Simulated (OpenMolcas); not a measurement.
# Ag: CASPT2 settings compared

```
Program             : OpenMolcas
Basis               : ANO-RCC-VDZP [6s5p3d1f]
Scalar Hamiltonian  : DKH3, point nucleus
Active space        : 11 electrons in 6 orbitals (4d 5s)
State averaging     : 2S+1 = 2 even, 6 roots
Spin-orbit coupling : state interaction with AMFI integrals over the reference wave functions, term energies averaged over their components
```

Methods on the same reference wave functions:
A. CASSCF
B. SS-CASPT2, IPEA 0.1 Eh, imaginary shift 0.5 Eh (closed shells correlated: 4s 4p)
C. SS-CASPT2, IPEA 0.3 Eh, sigma2 regulariser 0.1 Eh (closed shells correlated: 4s 4p)
D. XMS-CASPT2, IPEA 0.6 Eh, no level shift (closed shells correlated: none)

Energies in cm⁻¹ above 4d¹⁰ 5s ²S_1/2, the measured ground level; measured values from NIST Handbook of Basic Atomic Spectroscopic Data.

```tsv
Level	A	B	C	D	Measured
4d¹⁰ 5s ²S_1/2	0.0	0.0	0.0	0.0	0.0
4d⁹ 5s² ²D_5/2	23031	29880	30140	35210	30242
4d⁹ 5s² ²D_3/2	27373	34220	34480	39550	34714
```

Deviations, from unrounded energies. A percentage is the sum of absolute deviations over the sum of measured energies, with the sign that they share, or ± where signs differ.

```csv
Against measurement,Levels,A,B,C,D
mean absolute deviation (cm-1),2,7300,430,170,4900
other configurations (%),2,-22.4,-1.3,-0.5,+15.1
```

C lies closest to measurement on these levels and A furthest from it. The largest miss of C in the table is 4d⁹ 5s² ²D_3/2, by -230 cm-1. The ranking rests on the paired levels alone, and a cruder setting can come out closer through cancelling errors.

Among B to D the level of the table that moves most is 4d⁹ 5s² ²D_5/2, by 5300 cm-1 (lowest in B, highest in D). Moves below CASPT2's spread within the term are not significant.

The lowest spin-free term lies below A's lowest term by 0.453 hartree in B, 0.454 hartree in C, 0.326 hartree in D.

Term energies are means over components that CASPT2 splits; among the terms shown or strongly mixed into the levels shown the widest spread is 510 cm-1 (4d⁹ 5s² ²D, D). A single d shell beside an s shell can misplace configurations of different d count against each other. Without dynamic correlation excited terms often stand tens of per cent too high (terms of higher spin than the ground term too low), and those without a measured partner can miss by more than the paired ones (holds for A). Measured partners are found by configuration, term and J. A level has none where our copy of the source lacks it or the pairing is in doubt (some pairs that miss far off the trend of their configuration count as doubtful), and it then counts in no deviation. Only configurations of the active space appear.
